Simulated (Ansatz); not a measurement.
```yaml
crystal:
  periodic: [false, false, false]
  atoms:
    - {symbol: C, position_ang: [0.195404, -2.419891, 0.389364]}
    - {symbol: C, position_ang: [-0.834834, -1.428698, -0.043567]}
    - {symbol: N, position_ang: [-0.304598, -0.027926, 0.303622]}
    - {symbol: Ge, position_ang: [-0.965099, 0.674575, 1.839260]}
    - {symbol: C, position_ang: [-0.037211, 0.785622, -0.874082]}
    - {symbol: C, position_ang: [1.332703, 0.040764, -1.530204]}
    - {symbol: C, position_ang: [0.415618, 2.302503, -0.316613]}
    - {symbol: H, position_ang: [1.070402, -2.400137, -0.069594]}
    - {symbol: H, position_ang: [-0.373617, -3.498425, 0.086170]}
    - {symbol: H, position_ang: [0.180922, -2.520922, 1.517499]}
    - {symbol: H, position_ang: [-1.072851, -1.402662, -1.151072]}
    - {symbol: H, position_ang: [-1.828441, -1.623362, 0.412566]}
    - {symbol: H, position_ang: [-2.232872, 1.386833, 1.703733]}
    - {symbol: H, position_ang: [-1.282443, -0.578478, 2.752536]}
    - {symbol: H, position_ang: [0.012822, 1.654294, 2.634755]}
    - {symbol: H, position_ang: [-0.639139, 0.823855, -1.451488]}
    - {symbol: H, position_ang: [1.015016, -0.661046, -1.926533]}
    - {symbol: H, position_ang: [1.452076, 0.864116, -2.651829]}
    - {symbol: H, position_ang: [2.015837, 0.053510, -0.814085]}
    - {symbol: H, position_ang: [-0.534225, 2.811239, 0.146388]}
    - {symbol: H, position_ang: [1.263077, 2.072923, 0.147460]}
    - {symbol: H, position_ang: [0.733323, 2.888746, -1.228675]}
basis:
  gaussian: {orbitals: pcseg-2}
total_charge: 3
magnetization: {spin_polarized: true, initial_magnetization: 1}
hamiltonian: {xc: {name: SPW92}}
output: {forces: true}
```

```sh
$ ansatz run in.yaml --threads 4 --pin off --events-out ev --progress --plain --max-ram 41984MiB --backend cuda --devices 0, --max-vram 37GiB
```

Shortened log:

```
Functional definition: SPW92
2104 factors; their error is unknown
mean field evaluation 1: about -63139.3017 eV, gradient 1.3e2 eV
mean field evaluation 2: about -61472.9910 eV, gradient 4.4e2 eV
mean field evaluation 4: about -63188.7867 eV, gradient 9.2e1 eV
mean field evaluation 8: about -63243.4580 eV, gradient 8.2e0 eV
mean field evaluation 16: about -63243.9981 eV, gradient 4.4e-1 eV
mean field evaluation 32: about -63243.8962 eV, gradient 3.7e-3 eV
mean field -63243.89615632 eV, -2324.1703154922 hartree, gradient 1.4e-5 eV, S^2 0.781204; 10 other end points of the search recorded, 0 dependent functions left out
reference -63243.89621557 eV, -2324.1703176697 hartree; 41, 40 occupied and 392, 393 virtual orbitals, 2104 factors
Total energy: -63243.89621557 eV, -2324.1703176697 hartree
Atom 0 at     0.195404    -2.419891     0.389364 Å, force    -5.346188    -1.896859     2.998692 eV/Å
Atom 1 at    -0.834834    -1.428698    -0.043567 Å, force    -0.183636     1.392690    -1.310391 eV/Å
Atom 2 at    -0.304598    -0.027926     0.303622 Å, force    -1.802545    -0.653698    -5.248402 eV/Å
Atom 3 at    -0.965099     0.674575     1.839260 Å, force     1.357257    -0.881306     3.139995 eV/Å
Atom 4 at    -0.037211     0.785622    -0.874082 Å, force    15.643363     0.680723    17.128786 eV/Å
Atom 5 at     1.332703     0.040764    -1.530204 Å, force     0.683078    15.021952     1.414069 eV/Å
Atom 6 at     0.415618     2.302503    -0.316613 Å, force    -5.060148    -0.806600    -4.137232 eV/Å
Atom 7 at     1.070402    -2.400137    -0.069594 Å, force     4.487946     0.257974    -2.083505 eV/Å
Atom 8 at    -0.373617    -3.498425     0.086170 Å, force     0.818388     1.436151     0.478431 eV/Å
Atom 9 at     0.180922    -2.520922     1.517499 Å, force     0.537638    -0.422230    -0.690192 eV/Å
Atom 10 at    -1.072851    -1.402662    -1.151072 Å, force     0.369980    -0.129992     0.522070 eV/Å
Atom 11 at    -1.828441    -1.623362     0.412566 Å, force     0.053034     0.141803     0.605338 eV/Å
Atom 12 at    -2.232872     1.386833     1.703733 Å, force    -1.676081     1.155110    -1.051424 eV/Å
Atom 13 at    -1.282443    -0.578478     2.752536 Å, force     0.337296     0.192201     0.015809 eV/Å
Atom 14 at     0.012822     1.654294     2.634755 Å, force     0.306620    -0.020192    -0.007362 eV/Å
Atom 15 at    -0.639139     0.823855    -1.451488 Å, force   -14.140939     0.012972   -13.773631 eV/Å
Atom 16 at     1.015016    -0.661046    -1.926533 Å, force    -5.138076   -13.033308    -6.812385 eV/Å
Atom 17 at     1.452076     0.864116    -2.651829 Å, force     0.069351    -1.535614     2.844996 eV/Å
Atom 18 at     2.015837     0.053510    -0.814085 Å, force     3.749237    -0.076915     2.922864 eV/Å
Atom 19 at    -0.534225     2.811239     0.146388 Å, force     1.270843    -0.570403    -0.474323 eV/Å
Atom 20 at     1.263077     2.072923     0.147460 Å, force     3.999813    -0.485804     2.905482 eV/Å
Atom 21 at     0.733323     2.888746    -1.228675 Å, force    -0.336233     0.221346     0.612314 eV/Å
Dipole moment:     0.387280    -0.455288    -1.054585 e Å
```

(1) What is wrong with this run?

## Answers

(1) The charge is far from anything that the molecule holds. Self-consistency was reached. The result belongs to that input, not to the molecule as meant.
